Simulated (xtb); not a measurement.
HP (SMILES [PH]), triplet, from a rough starting geometry; GFN2-xTB run with xtb 6.7.1.

Here is a job for xtb.
```
$ xtb mol.xyz --gfn 2 --uhf 2 --opt vtight --json

# file mol.xyz
2

P      0.05908524    -0.05018973    -0.72531400
H     -0.08717871    -0.02900437     0.67545428
```

The log (banner, timings and long lists left out):

```
   ID    Z sym.   atoms
    1   15 P      1
    2    1 H      2

           -------------------------------------------------
          |                Calculation Setup                |
           -------------------------------------------------

           -------------------------------------------------
          |                 G F N 2 - x T B                 |
           -------------------------------------------------

          ...................................................
          :                      SETUP                      :
          :.................................................:
          :  # basis functions                  11          :
          :  # atomic orbitals                  10          :
          :  # shells                            4          :
          :  # electrons                         6          :
          :  max. iterations                   250          :
          :  Hamiltonian                  GFN2-xTB          :
          :  restarted?                      false          :
          :  GBSA solvation                  false          :
          :  PC potential                    false          :
          :  electronic temp.          300.0000000     K    :
          :  accuracy                    1.0000000          :
          :  -> integral cutoff          0.2500000E+02      :
          :  -> integral neglect         0.1000000E-07      :
          :  -> SCF convergence          0.1000000E-05 Eh   :
          :  -> wf. convergence          0.1000000E-03 e    :
          :  Broyden damping             0.4000000          :
          :  net charge                          0          :
          :  unpaired electrons                  2          :
          ...................................................

 iter      E             dE          RMSdq      gap      omega  full diag
   1     -2.9300858 -0.293009E+01  0.866E+00    4.92       0.0  T
   2     -2.9316214 -0.153551E-02  0.513E+00    5.05       1.0  T
   3     -2.9318682 -0.246815E-03  0.554E-01    5.31       1.0  T
   4     -2.9319650 -0.968626E-04  0.139E-01    5.25       1.0  T
   5     -2.9319649  0.177293E-06  0.761E-02    5.24       1.0  T
   6     -2.9319661 -0.126298E-05  0.206E-02    5.23       3.4  T
   7     -2.9319662 -0.539915E-07  0.524E-03    5.23      13.5  T
   8     -2.9319662 -0.219951E-08  0.260E-03    5.23      27.1  T
   9     -2.9319662 -0.111572E-08  0.229E-05    5.23    3083.0  T
  10     -2.9319662 -0.595080E-13  0.270E-06    5.23   26148.9  T

   *** convergence criteria satisfied after 10 iterations ***

 transition dipole moment (au) for excitation:           3           4
     X       Y       Z
   0.0000  -0.0000   0.0000  total (au/Debye):    0.000   0.000
 dE (eV)             :    0.000
 oscillator strength :  0.17209E-37

         :::::::::::::::::::::::::::::::::::::::::::::::::::::
         ::                     SUMMARY                     ::
         :::::::::::::::::::::::::::::::::::::::::::::::::::::
         :: total energy              -2.923800486032 Eh    ::
         :: gradient norm              0.004846134922 Eh/a0 ::
         :: HOMO-LUMO gap              5.230857920643 eV    ::
         ::.................................................::
         :: SCC energy                -2.931966175384 Eh    ::
         :: -> isotropic ES           -0.000081521798 Eh    ::
         :: -> anisotropic ES         -0.001767524927 Eh    ::
         :: -> anisotropic XC          0.001169970529 Eh    ::
         :: -> dispersion             -0.000203693265 Eh    ::
         :: repulsion energy           0.008165689353 Eh    ::
         :: add. restraining           0.000000000000 Eh    ::
         :: total charge               0.000000000000 e     ::
         :::::::::::::::::::::::::::::::::::::::::::::::::::::

      -----------------------------------------------------------
     |                   =====================                   |
     |                        A N C O P T                        |
     |                   =====================                   |
     |               Approximate Normal Coordinate               |
     |                Rational Function Optimizer                |
      -----------------------------------------------------------
      -----------------------------------------------------------
     |                   =====================                   |
     |                        A N C O P T                        |
     |                   =====================                   |
     |               Approximate Normal Coordinate               |
     |                Rational Function Optimizer                |
      -----------------------------------------------------------

          ...................................................
          :                      SETUP                      :
          :.................................................:
          :   optimization level         verytight          :
          :   max. optcycles                   200          :
          :   ANC micro-cycles                  20          :
          :   degrees of freedom                 1          :
          :.................................................:
          :   RF solver                   davidson          :
          :   write xtbopt.log                true          :
          :   linear (good luck)              true          :
          :   energy convergence         0.1000000E-06 Eh   :
          :   grad. convergence          0.2000000E-03 Eh/α :
          :   maxmium RF displ.          1.0000000          :
          :   Hlow (freq-cutoff)         0.1000000E-01      :
          :   Hmax (freq-cutoff)         5.0000000          :
          :   S6 in model hess.         20.0000000          :
          ...................................................

generating ANC from exact Hessian ...
Using Lindh-Hessian (1995)
[...]
 * total energy  :    -2.9238005 Eh     change       -0.6661338E-14 Eh
 * total energy  :    -2.9238274 Eh     change       -0.2687707E-04 Eh
 * total energy  :    -2.9238307 Eh     change       -0.3340472E-05 Eh
 * total energy  :    -2.9238322 Eh     change       -0.1455599E-05 Eh
 * total energy  :    -2.9238322 Eh     change       -0.2140128E-09 Eh
   *** GEOMETRY OPTIMIZATION CONVERGED AFTER 5 ITERATIONS ***
[...]

          ...................................................
          :                      SETUP                      :
          :.................................................:
          :  # basis functions                  11          :
          :  # atomic orbitals                  10          :
          :  # shells                            4          :
          :  # electrons                         6          :
          :  max. iterations                   250          :
          :  Hamiltonian                  GFN2-xTB          :
          :  restarted?                      false          :
          :  GBSA solvation                  false          :
          :  PC potential                    false          :
          :  electronic temp.          300.0000000     K    :
          :  accuracy                    1.0000000          :
          :  -> integral cutoff          0.2500000E+02      :
          :  -> integral neglect         0.1000000E-07      :
          :  -> SCF convergence          0.1000000E-05 Eh   :
          :  -> wf. convergence          0.1000000E-03 e    :
          :  Broyden damping             0.4000000          :
          :  net charge                          0          :
          :  unpaired electrons                  2          :
          ...................................................

 iter      E             dE          RMSdq      gap      omega  full diag
   1     -2.9326603 -0.293266E+01  0.190E-05    5.29       0.0  T
   2     -2.9326603 -0.177636E-14  0.132E-05    5.29    5340.5  T
   3     -2.9326603 -0.266454E-14  0.103E-06    5.29   68845.9  T

   *** convergence criteria satisfied after 3 iterations ***

 transition dipole moment (au) for excitation:           3           4
     X       Y       Z
  -0.0000   0.0000  -0.0000  total (au/Debye):    0.000   0.000
 dE (eV)             :    0.000
 oscillator strength :  0.15971E-37

         :::::::::::::::::::::::::::::::::::::::::::::::::::::
         ::                     SUMMARY                     ::
         :::::::::::::::::::::::::::::::::::::::::::::::::::::
         :: total energy              -2.923832159389 Eh    ::
         :: gradient norm              0.000000086130 Eh/a0 ::
         :: HOMO-LUMO gap              5.293282901432 eV    ::
         ::.................................................::
         :: SCC energy                -2.932660304592 Eh    ::
         :: -> isotropic ES           -0.000022083243 Eh    ::
         :: -> anisotropic ES         -0.001846657657 Eh    ::
         :: -> anisotropic XC          0.001150275696 Eh    ::
         :: -> dispersion             -0.000202068284 Eh    ::
         :: repulsion energy           0.008828145203 Eh    ::
         :: add. restraining           0.000000000000 Eh    ::
         :: total charge              -0.000000000000 e     ::
         :::::::::::::::::::::::::::::::::::::::::::::::::::::

           -------------------------------------------------
          |                Property Printout                |
           -------------------------------------------------

    * Orbital Energies and Occupations

         #    Occupation            Energy/Eh            Energy/eV
      -------------------------------------------------------------
         1        2.0000           -0.6523989             -17.7527
         2        2.0000           -0.4493676             -12.2279
         3        1.0000           -0.3515776              -9.5669
         4        1.0000           -0.3515776              -9.5669 (HOMO)
         5                         -0.1570530              -4.2736 (LUMO)
         6                         -0.0173655              -0.4725
         7                         -0.0173655              -0.4725
         8                         -0.0099414              -0.2705
         9                         -0.0099414              -0.2705
        10                          0.6467326              17.5985
      -------------------------------------------------------------
                  HL-Gap            0.1945246 Eh            5.2933 eV
             Fermi-level           -0.3273940 Eh           -8.9088 eV

     #   Z          covCN         q      C6AA      α(0)
     1  15 P        0.977    -0.097   192.207    25.767
     2   1 H        0.977     0.097     1.803     2.098

 Mol. C6AA /au·bohr⁶  :        230.803387
 Mol. C8AA /au·bohr⁸  :      11622.175130
 Mol. α(0) /au        :         27.865097

Wiberg/Mayer (AO) data.
largest (>0.10) Wiberg bond orders for each atom

 ---------------------------------------------------------------------------
     #   Z sym  total        # sym  WBO       # sym  WBO       # sym  WBO
 ---------------------------------------------------------------------------
     1  15 P    0.991 --     2 H    0.991
     2   1 H    0.991 --     1 P    0.991
 ---------------------------------------------------------------------------

Topologies differ in total number of bonds
Writing topology from bond orders to xtbtopo.mol

molecular dipole:
                 x           y           z       tot (Debye)
 q only:       -0.027       0.004       0.256
   full:       -0.047       0.007       0.454       1.160
molecular quadrupole (traceless):
                xx          xy          yy          xz          yz          zz
 q only:        0.014       0.003       0.011      -0.008      -0.029      -0.025
  q+dip:       -0.003       0.005      -0.010      -0.024      -0.050       0.013
   full:        0.332       0.007       0.336       0.084      -0.066      -0.668

optimized geometry written to: xtbopt.xyz

           -------------------------------------------------
          | TOTAL ENERGY               -2.923832159389 Eh   |
          | GRADIENT NORM               0.000000086130 Eh/α |
          | HOMO-LUMO GAP               5.293282901432 eV   |
           -------------------------------------------------

normal termination of xtb
```
